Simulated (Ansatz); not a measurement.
Isolated molecules relaxed with PBE0-D4/def2-TZVP in Ansatz; ΔE leaves out vibrations. CCSD(T)/CBS adds triple-zeta CCSD(T) − MP2 to the extrapolated MP2 energy (def2 sets, frozen cores). This one scheme is used for every species, atoms too. DFT in def2-TZVPP. B3LYP here is the variant with VWN-RPA as its local correlation; programs differ in this. No spin–orbit coupling; open shells (•) take unrestricted orbitals. Spin–orbit coupling would lower the free atoms: a little for C, F. Bonds to Cu are less sure, by a few kJ/mol each and by 10 to 20 or more in all where they break to atoms, as the def2 sets lack core-valence functions. Scalar relativity is left out up to krypton.

Consider the atomization: `CC#[N+][Cu-][F]` → 2 C• + Cu• + F• + 3 H• + N•.

`CC#[N+][Cu-][F]`:

```xyz
8

C    -0.215    1.670   -0.032
C    -0.033    0.239   -0.006
N     0.112   -0.899    0.016
Cu    0.345   -2.688    0.051
F     0.574   -4.433    0.087
H     0.346    2.129    0.784
H     0.144    2.071   -0.981
H    -1.273    1.911    0.081
```

CCSD(T)/CBS gives +3161.9 kJ/mol.

Another level gave +3138.9 kJ/mol. Which?
A. r2SCANh-D4/def2-TZVPP
B. LDA (SPW92)/def2-TZVPP
C. B3LYP-D4/def2-TZVPP
D. revPBE/def2-TZVPP

A. r2SCANh-D4 3138.9, B3LYP-D4 3157.2, revPBE 3144.2, LDA (SPW92) 3707.2 kJ/mol.

Largest T1 diagnostic among the species: 0.024, so the coupled-cluster value is less sure than usual.

The D4 term adds +20.9 kJ/mol with B3LYP and +10.9 kJ/mol with PBE0; it sums over pairs of atoms, weighted by their polarisabilities, and B3LYP, whose exchange is more repulsive, gets the larger term. From BLYP to BHLYP (50 % exact exchange), in def2-TZVPP and without D4, ΔE moves by −212.2 kJ/mol: exact exchange takes away binding that semilocal exchange gives to molecules.

For atomizations the MP2-based limit and the directly extrapolated one differ by several kJ/mol either way, and by 10 to 25 for some Ge, Se and Sn compounds, so smaller differences from it don't rank the levels.
